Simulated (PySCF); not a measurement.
C2H7Al, charge +1, doublet, geometry from GFN2-xTB (such geometries of metal compounds can be far from the true shape) (a state made from the parent by changing its charge; the spin is typed, not shown lowest). Base run: CAMB3LYP/3-21G run with PySCF.

Geometry (Å):
```xyz
10

Al     0.2125    -0.0586    -0.1783
C     -0.4770    -1.8221     0.4794
H      0.1427    -2.5810    -0.0281
H     -1.5314    -1.9733     0.2141
H     -0.3634    -1.9242     1.5664
C      0.0542     1.9388    -0.1242
H      0.8713     2.3100    -0.7661
H      0.1783     2.3333     0.8926
H     -0.9090     2.2799    -0.5252
H      1.3863    -0.3828    -1.1664
```
Charge +1, spin multiplicity 2.
Orbitals are unrestricted.
All else is at PySCF's defaults.
Base energy -320.65671 Eh.

Each row names what was changed in the base input (with any setting that the change needs).

```csv
change,ΔE vs base (mEh),grid points,electrons on the grid
base,0.000,116072,31.00000
grids.becke_scheme = stratmann,0.001,116072,31.00000
grids.radi_method = mura_knowles,0.000,109944,31.00000
"grids.atom_grid = (75, 302)",-0.003,145752,31.00000
"grids.atom_grid = (30, 110)",-0.033,24624,31.00017
grids.level = 0,22.163,8136,31.00937
grids.level = 5,0.000,293784,31.00000
grids.level = 7,0.000,610192,31.00000
"grids.atom_grid = (50, 194)",-0.009,66104,31.00004
grids.level = 1,-0.015,34016,31.00005
grids.level = 2,-0.003,71912,31.00000
```

Open shells are given as the SCF converged; they aren't shown to be the lowest states, and a large step between rows can be another state.
